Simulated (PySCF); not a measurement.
A structure optimised at PBE-D3(BJ)/def2-SVP, used in a PySCF frequency run:

```xyz
12

B      0.0032    -0.5976     0.0000
C      0.7760     0.7890     0.0000
C     -0.1094     2.0397     0.0000
H      1.4614     0.8010     0.8798
H      1.4614     0.8010    -0.8798
H     -0.7720     2.0607    -0.8886
H     -0.7720     2.0607     0.8886
H      0.4850     2.9763     0.0000
O     -1.3672    -0.6074     0.0000
H     -1.7032    -1.5234     0.0000
O      0.6437    -1.8216     0.0000
H      1.6116    -1.7285     0.0000
```
Charge 0, spin multiplicity 1.

### Question
Write its SMILES, formula and point group.

### Answer
CCB(O)O, C2H7BO2, Cs

### Question
What are its rotational constants (standard atomic weights)?

### Answer
8.6676, 3.4351, 2.5380 GHz
